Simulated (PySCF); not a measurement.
# Bismuth: a sound run and one with changed settings

Sound run: Bi⁺ [Xe] 4f14 5d10 6s2 6p2, Bi²⁺ [Xe] 4f14 5d10 6s2 6p1. Calculation: PySCF 2.14, in cc-pVTZ-PP with ECP60MDF (5s4p3d1f, 39 functions); a scalar-relativistic core potential. The sound run starts from symmetry-adapted Hartree-Fock orbitals and uses a fine grid where one is needed.

Changed run: initial guess minao, at most 3 SCF cycles. This setting is unsound on purpose.

```json
{"species": "Bi⁺", "method": "UHF", "sound run (hartree)": "-213.29133", "changed run (hartree)": "-213.29082", "converged": "no"}
{"species": "Bi⁺", "method": "TPSS", "sound run (hartree)": "-214.23050", "changed run (hartree)": "-214.23039", "converged": "no"}
{"species": "Bi⁺", "method": "PBE", "sound run (hartree)": "-214.32125", "changed run (hartree)": "-214.32117", "converged": "no"}
{"species": "Bi²⁺", "method": "UHF", "sound run (hartree)": "-212.72867", "changed run (hartree)": "-212.72854", "converged": "no"}
{"species": "Bi²⁺", "method": "TPSS", "sound run (hartree)": "-213.65299", "changed run (hartree)": "-213.65297", "converged": "no"}
{"species": "Bi²⁺", "method": "PBE", "sound run (hartree)": "-213.74165", "changed run (hartree)": "-213.74163", "converged": "no"}
```

The SCF was stopped early; the energies are upper bounds that still move, and correlated levels were skipped or rest on poor orbitals.
